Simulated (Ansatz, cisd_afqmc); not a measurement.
System: C, charge 0, triplet.

Total energies in cc-pVDZ, 4 correlated electrons, 1 frozen orbitals. UHF or UKS for unpaired electrons; spin-orbit terms are left out. Correlated methods leave the cores frozen. No relativity. The Monte Carlo rows (phaseless AFQMC, CISD trial, step 0.005/hartree) carry one-sigma bars that omit the constraint's bias. Outlying blocks are dropped, and bars are widened where a walk drifts. Over all cases where full CI ran beside it in this data, AFQMC minus full CI had a median of +0.1 mEh and passed +0.4 mEh in a tenth of the cases. Full CI freezes restricted core orbitals and the other rows unrestricted ones, which leaves a small offset even where coupled cluster is exact.

| method | program | energy (Eh) | error against FCI (mEh) |
|---|---|---|---|
| HF | Ansatz | -37.68654 | 74.12 |
| MP2 | Ansatz | -37.73831 | 22.35 |
| CCSD | Ansatz | -37.75945 | 1.21 |
| CCSD(T) | Ansatz | -37.76038 | 0.28 |
| CCSDT(Q) | Ansatz | -37.76071 | -0.05 |
| CCSDTQ | Ansatz | -37.76072 | -0.06 |
| AFQMC/CISD | cisd_afqmc | -37.7606 ± 0.0001 | 0.1 ± 0.1 |
| FCI | Ansatz | -37.76066 | 0.00 |

Ansatz is a first-principles code.
